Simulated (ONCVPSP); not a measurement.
# C, ONCV: configuration errors across variants

carbon (C), optimised norm-conserving Vanderbilt (ONCV), made with ONCVPSP 4.0.1 (LDA (Perdew-Wang 92), scalar-relativistic). Core [He], reference 2s1 2p3. Waves: 2s: rc 0.85 bohr, ncon 4, nbas 8, qcut 8 1/bohr, 2 projectors, debl 0.7 Ha; 2p: rc 2.15 bohr, ncon 4, nbas 8, qcut 6.9 1/bohr, 3 projectors, debl 2.5 Ha; d scattering state at 0.18 Ha: rc 1.70 bohr, ncon 5, nbas 9, qcut 5.4 1/bohr, 1 projector. Local part: polynomial inside 0.70 bohr (lpopt 5, dvloc0 0 Ha). Core correction: Teter function, fcfact 4.75, rcfact 1.4.

All-electron excitation energies from the reference (eV): (1) 2s2 2p2 -8.241; (2) 2s2 2p1 2.744; (3) 2s2 2p0 27.002; (4) 2s0 2p4 8.275.

3 further variants failed, have other tests or too few solved ones, and are left out.

A true bound ghost makes a file unfit for plane-wave use even where its test errors are small: the radial tests pick states by their node count and pass the ghost by.

Errors AE − PS in meV (a dash: test not solved or not reliable):

```csv
change,(1),(2),(3),(4),bound ghosts,GHOST(+) flags above zero
base,+3.3,+88,+444,+4.4,s,none
"all radii but the core radius scaled by about 1.03 (s 0.88, p 2.22, d 1.76 bohr); local potential polynomial inside 0.72 bohr (lpopt 5, dvloc0 0 Ha)",+2.7,+95,+479,+3.8,s,p
"all radii but the core radius scaled by about 1.06 (s 0.90, p 2.28, d 1.80 bohr); local potential polynomial inside 0.74 bohr (lpopt 5, dvloc0 0 Ha)",+2.0,+103,+520,+3.1,s,p
"all radii but the core radius scaled by about 1.14 (s 0.96, p 2.44, d 1.94 bohr); local potential polynomial inside 0.80 bohr (lpopt 5, dvloc0 0 Ha)",+0.4,+122,+618,+1.6,none,p
"all radii but the core radius scaled by about 1.21 (s 1.02, p 2.60, d 2.06 bohr); local potential polynomial inside 0.84 bohr (lpopt 5, dvloc0 0 Ha)",-1.8,+143,+729,-0.5,none,none
"all radii but the core radius scaled by about 1.27 (s 1.08, p 2.74, d 2.16 bohr); local potential polynomial inside 0.90 bohr (lpopt 5, dvloc0 0 Ha)",-4.6,+168,+860,-3.2,none,none
```

Problem. Give the same row for: all radii but the core radius scaled by about 1.33 (s 1.14, p 2.86, d 2.26 bohr); local potential polynomial inside 0.94 bohr (lpopt 5, dvloc0 0 Ha).

Solution. -8.0, +194, +996, -6.4; bound ghosts: none; GHOST(+) flags above zero: none.
